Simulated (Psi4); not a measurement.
C3H7O (SMILES [CH2]C(C)O), doublet, geometry from GFN2-xTB. Base run: HF/def2-SV(P) run with Psi4 1.11.

Psi4 was given this input:
```
memory 2 GB

molecule {
0 2
C     1.26825508   -0.68696850    0.05427580
C     0.07085415    0.06768755   -0.35576841
C    -1.22038065   -0.70514127    0.01571359
O     0.03577551    1.37753649    0.16253306
H     1.92379626   -0.30713910    0.81296565
H     1.47618939   -1.64038176   -0.38728526
H     0.06139987    0.20309353   -1.44914062
H    -2.08807624   -0.12715673   -0.29130831
H    -1.26236100   -0.86377771    1.09159501
H    -1.23494149   -1.66895370   -0.48360641
H     0.12541777    1.33055682    1.12118969
}

set {
  basis def2-sv(p)
  reference uhf
}

energy('scf')
print_variables()
```

The base run was repeated with changes; each row names its change, and settings that it needs were set with it.

```tsv
change	ΔE vs base (µEh)	SCF cycles	basis functions	outcome
base	0.0	10	70	converged
scf_type = mem_df	0.0	10	70	converged
diis_max_vecs = 3	0.0	12	70	converged
basis_guess = true	0.0	9	70	converged
ints_tolerance = 1e-8	0.0	10	70	converged
damping_percentage = 50	-	-	70	not converged
df_basis_scf = cc-pvqz-jkfit	-98.3	10	70	converged
d_convergence = 1e-8	0.0	15	70	converged
scf_type = direct	-101	12	70	converged
e_convergence = 1e-10	0.0	14	70	converged
guess = sadno	0.0	11	70	converged
df_basis_scf = def2-universal-jkfit	0.0	10	70	converged
guess = core	0.0	14	70	converged
```

Open shells are given as the SCF converged; they aren't shown to be the lowest states, and a large step between rows can be another state.
